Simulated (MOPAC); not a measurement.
Job for MOPAC: PM6 on GeN+, 2S+1 = 3, a spin state set in the input, which need not be the lowest, a point of a bond scan (R = 1.816 Å). Charge +1.

```
PM6 1SCF PRECISE CHARGE=1 UHF MS=1 THREADS=1
GeN

N      0.00000000 1     0.00000000 1     0.00000000 1
Ge     0.00000000 1     0.00000000 1     1.81577100 1
```

Output:

```
*******************************************************************************
 **                                                                           **
 **                              MOPAC v23.2.5                                **
 **                                                                           **
 *******************************************************************************
 ** MOPAC's Digital Object Identifier: https://doi.org/10.5281/zenodo.6511958 **
 **                                                                           **
 ** Please cite the open-source release paper for use of this MOPAC version:  **
 ** J. E. Moussa and J. J. P. Stewart (2026)                                  **
 ** MOPAC: An open-source semiempirical molecular orbital program             **
 ** J. Open Source Softw., 11(119), 8025, https://doi.org/10.21105/joss.08025 **
 *******************************************************************************

                              PM6 CALCULATION RESULTS

 *******************************************************************************
 *  PM6        - The PM6 Hamiltonian to be used
 *  UHF        - UNRESTRICTED HARTREE-FOCK CALCULATION
 *
 *
 *
 *                 CHARGE ON SYSTEM = +1
 *
 *
 *
 *  MS=        - IN MECI, MAGNETIC COMPONENT OF SPIN =  1.0
 *  PRECISE    - TIGHTER CRITERIA TO BE USED
 *  1SCF       - DO 1 SCF AND THEN STOP
 *  THREADS=1  - MULTI-THREADING NOT USED
 *  T=         - A TIME OF 172800.0 SECONDS REQUESTED
 *  DUMP=N     - RESTART FILE WRITTEN EVERY 7200.0 SECONDS REQUESTED
 *******************************************************************************
PM6 1SCF PRECISE CHARGE=1 UHF MS=1 THREADS=1
 GeN

   ATOM   CHEMICAL          X               Y               Z
  NUMBER   SYMBOL      (ANGSTROMS)     (ANGSTROMS)     (ANGSTROMS)

     1       N          0.00000000  *   0.00000000  *   0.00000000  *
     2      Ge          0.00000000  *   0.00000000  *   1.81577100  *



          CARTESIAN COORDINATES

    NO.       ATOM           X           Y           Z

     1         N          0.0000      0.0000      0.0000
     2        Ge          0.0000      0.0000      1.8158

 General Reference for PM6:
 "Optimization of Parameters for Semiempirical Methods V: Modification of NDDO Approximations
 and Application to 70 Elements", J. J. P. Stewart, J. Mol. Mod., 13, 1173-1213 (2007)
 URL: https://link.springer.com/article/10.1007/s00894-007-0233-4

           Empirical Formula: N Ge  =     2 atoms



      MOLECULAR POINT GROUP   :   C*v


          UHF CALCULATION, NO. OF ALPHA ELECTRONS =    5
                           NO. OF BETA  ELECTRONS =    3

 -------------------------------------------------------------------------------
 PM6 1SCF PRECISE CHARGE=1 UHF MS=1 THREADS=1
 GeN



     1SCF WAS SPECIFIED, SO BFGS WAS NOT USED
     SCF FIELD WAS ACHIEVED


                              PM6 CALCULATION
                                                       MOPAC v23.2.5 Linux




          FINAL HEAT OF FORMATION =        307.07541 KCAL/MOL =    1284.80350 KJ/MOL


          COSMO AREA              =         85.64 SQUARE ANGSTROMS
          COSMO VOLUME            =         72.36 CUBIC ANGSTROMS

          IONIZATION POTENTIAL    =         14.237714 EV
          ALPHA SOMO LUMO (EV)    =        -16.326 -6.515
          BETA  SOMO LUMO (EV)    =        -14.238 -7.631
          NO. OF ALPHA ELECTRONS  =          5
          NO. OF BETA  ELECTRONS  =          3
          MOLECULAR WEIGHT        =         86.5967         POINT GROUP:  C*v

          MOLECULAR DIMENSIONS (Angstroms)

            Atom       Atom       Distance
           Ge     2    N     1     1.81577
           Ge     2    N     1     0.00000
            N     1   Ge     2     0.00000


          SCF CALCULATIONS        =          1





   ATOM   CHEMICAL          X               Y               Z
  NUMBER   SYMBOL      (ANGSTROMS)     (ANGSTROMS)     (ANGSTROMS)

     1       N          0.00000000  *   0.00000000  *   0.00000000  *
     2      Ge          0.00000000  *   0.00000000  *   1.81577100  *

                             CARTESIAN COORDINATES

   1    N        0.000000000     0.000000000     0.000000000
   2   Ge        0.000000000     0.000000000     1.815771000


           Empirical Formula: N Ge  =     2 atoms



      MOLECULAR POINT GROUP   :   C*v


          ALPHA EIGENVALUES
 -31.69817 -21.65003 -18.72228 -17.33931 -16.32624  -6.51480  -6.16255  -4.41265


           BETA EIGENVALUES
 -27.07647 -18.62099 -14.23771  -7.63090  -7.38664  -5.61939  -4.15746  -2.63746


              NET ATOMIC CHARGES AND DIPOLE CONTRIBUTIONS

  ATOM NO.   TYPE          CHARGE      No. of ELECS.   s-Pop       p-Pop
    1          N          -0.334456        5.3345     1.82070     3.51375
    2         Ge           1.334456        2.6655     1.84457     0.82097
 DIPOLE           X         Y         Z       TOTAL
 POINT-CHG.     0.000     0.000     4.328     4.328
 HYBRID         0.000     0.000    -1.363     1.363
 SUM            0.000     0.000     2.964     2.964


          ATOMIC ORBITAL ELECTRON POPULATIONS

     Atom    s        px        py        pz
    1  N   1.82070   1.60740   0.95050   0.95586
    2 Ge   1.84457   0.39260   0.04950   0.37887


                    (SZ)    =    1.000000
                    (S**2)  =    2.114758


          ATOMIC ORBITAL SPIN POPULATIONS

    Atom   Total    s     px     py     pz
         Atomic
    1  N  2.0219  0.087  0.251  0.950  0.734
    2 Ge -0.0219  0.042 -0.251  0.050  0.138

 **********************
 *                    *
 * JOB ENDED NORMALLY *
 *                    *
 **********************




 == MOPAC DONE ==
```

The run finished. Its determinant has ⟨S²⟩ = 2.11, a mixture of spin states.

Cost: very roughly 0.020 core-seconds.
